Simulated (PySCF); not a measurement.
Species: C₅H₄NO (doublet state).
Geometry (GFN2-xTB, Å), atoms numbered from 1 in this order:
```xyz
11
C5H4NO angstrom
C      3.008   -0.032   -0.038
C      1.804    0.007   -0.040
C      0.410    0.074   -0.026
C     -0.512   -0.894   -0.286
N     -1.743   -0.333   -0.175
C     -1.600    0.984    0.280
O     -0.232    1.260    0.279
H      4.055   -0.082   -0.042
H     -0.357   -1.921   -0.546
H     -2.621   -0.817   -0.215
H     -2.208    1.755   -0.179
```

As a line formula: `C#CC1=CN[CH]O1` [radical].

Theory: PySCF 2.14.0, UKS B3LYP, pcH-1 on C H N O, non-relativistic, mean-field spin-orbit, GIAO. Isolated species at its GFN2-xTB geometry, gas phase. A GFN2-xTB geometry isn't a minimum of the functional, and hyperfine couplings can be far from their values at a DFT geometry. Stability of the SCF solution: not tested.

(1) Break the g tensor into its mass correction, gauge correction and orbital-Zeeman/spin–orbit terms.

(2) What are the electron Larmor frequencies g μB B/h along the three axes at 350 mT?

(3) Average each term over the three axes. Which is largest in size?

(4) What effective moment and Curie constant follow for a powder?

(5) In a frozen sample, at which fields do the three g values resonate at 9.5, 34, 94 and 263 GHz (hyperfine left aside), and which band first spreads them over more than twice a line width of 0.5 mT?

Results:

(1) 
```
                    Δg (ppm)     1     2     3
relativistic mass correction  -222  -222  -222
            gauge correction    -9    30    23
   orbital Zeeman/spin–orbit   -77  1982  2078
                       total  -308  1789  1878
```

So g = 2.00201, 2.00411, 2.00420 and g_iso = 2.00344; the tensor is close to axial: the two nearest values differ by 4 % of g3 − g1. Axes: g2 points within 15° of the C3–O7 bond and g3 points within 5° of the C6–O7 bond.

(2) 9.8072, 9.8175, 9.8179 GHz for g1, g2 and g3, a range of 10.7 MHz.

(3) The orbital-Zeeman/spin–orbit term 1328, the mass correction -222 and the gauge correction 15 ppm, for a total of 1120 ppm. The orbital-Zeeman/spin–orbit term is the largest in size. The mass correction is the same along every axis, so the anisotropy comes from the other two: their spans along these axes are 39 (gauge) and 2154 ppm (orbital Zeeman/spin–orbit).

(4) With the mean of g² = 4.0138 and S(S+1) = 0.75: μ_eff = √(⟨g²⟩S(S+1)) = 1.735 μB and χT = 0.12505·⟨g²⟩·S(S+1) = 0.376 cm³ K/mol (cgs; spin-Hamiltonian part alone).

(5) 
```csv
band,GHz,B(g3) mT,B(g2) mT,B(g1) mT,spread mT
X,9.5,338.67,338.68,339.04,0.37
Q,34.0,1212.07,1212.12,1213.39,1.32
W,94.0,3351.01,3351.16,3354.67,3.66
J,263.0,9375.70,9376.12,9385.94,10.24
```

The spread grows in proportion to the frequency. Q band is the first where it exceeds 1.0 mT.

Largest spin populations (Mulliken): C6 (+0.66), O7 (+0.14), C3 (+0.11) and N5 (+0.10). The angles at C6 add up to 339.1°, so it is pyramidal.

The HOMO–LUMO gaps are 3.17 eV among the α and 5.30 eV among the β orbitals.
